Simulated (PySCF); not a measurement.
A PySCF script (with the pyscf-properties extension) for the NMR shieldings of `[NH3]->[Cu][Br]`, BrCuH$_{3}$N, on a PBE0-D3(BJ)/def2-SVP geometry:

```python
import basis_set_exchange as bse
import numpy as np
from pyscf import gto, dft
from pyscf.prop import nmr

atoms = """
Cu   -0.006353    0.005424   -1.123633
N     0.000217   -0.002546    0.827499
H    -0.412162    0.845575    1.219725
H     0.946215   -0.070304    1.206721
H    -0.526038   -0.788878    1.212187
Br   -0.001889    0.010729   -3.342489
"""
names = {"Cu": "pcSseg-2", "N": "pcSseg-1", "H": "pcSseg-1", "Br": "pcSseg-1"}
basis = {el: gto.basis.parse(bse.get_basis(n, elements=[el], fmt="nwchem")) for el, n in names.items()}
mol = gto.M(atom=atoms, basis=basis, charge=0, verbose=0)
mf = dft.RKS(mol, xc="PBE0")
mf.grids.level = 2
mf.grids.alignment = dft.numint.BLKSIZE   # the property module wants whole blocks of grid points
mf.conv_tol = 1e-9
mf.kernel()

calc = nmr.RKS(mf)   # GIAO
C = mf.mo_coeff
Co = C[:, mf.mo_occ > 0]
resp = mf.gen_response(singlet=True, hermi=2)
def vind(x):   # induced exchange potential for any number of trial vectors
    d = np.einsum("pi,xij,qj->xpq", C, 2 * x.reshape(-1, C.shape[1], Co.shape[1]), Co, optimize=True)
    return np.einsum("xpq,pi,qj->xij", resp(d - d.transpose(0, 2, 1)), C, Co, optimize=True).ravel()
mo1, _ = nmr.rhf.solve_mo1(calc, with_cphf=vind)
sigma = calc.kernel(mo1)
for i, s in enumerate(sigma):   # ppm
    w = np.linalg.eigvalsh((s + s.T) / 2)
    print("%2d %-2s iso %8.1f  s11 %8.1f  s22 %8.1f  s33 %8.1f" % (i, mol.atom_pure_symbol(i), w.mean(), *w))
```

**Question.** Give the expected output.

**Answer.** 
```
 0 Cu iso   1034.7  s11    353.1  s22    353.6  s33   2397.4
 1 N  iso    262.7  s11    238.2  s22    274.9  s33    275.0
 2 H  iso     29.5  s11     21.0  s22     25.5  s33     42.1
 3 H  iso     29.5  s11     21.0  s22     25.5  s33     42.1
 4 H  iso     29.5  s11     21.0  s22     25.5  s33     42.1
 5 Br iso   3106.2  s11   3094.6  s22   3094.8  s33   3129.3
```

These numbers come from an equivalent density-fitted implementation of the same equations, which agrees with the script to about 0.01 ppm for H and up to a few tenths of a ppm for heavy atoms, so last digits may differ.

**Question.** Turn these shieldings into chemical shifts. Referencing at the same level of theory: $^{15}$N (σ = 265.67 ppm) vs NH3; $^{1}$H (σ = 31.27 ppm) against TMS; $^{79}$Br (σ = 2584.45 ppm) vs HBr.

**Answer.** Averaging equivalent atoms: N 1: 3.0; H 2/3/4: 1.73; Br 5: -522 ppm. No reference was computed at this level for Cu. Experimental scales use liquid or dissolved standards, which lie at an offset from isolated NH3 (liquid NH3: subtract about 20 ppm).

Relativistic effects, spin–orbit coupling among them, are left out; they matter for Br and for the light atoms bonded to it.

Size and cost of the density-fitted run: 146 basis functions, 11 s wall time on 1 thread of an x86-64 server CPU, shared host.
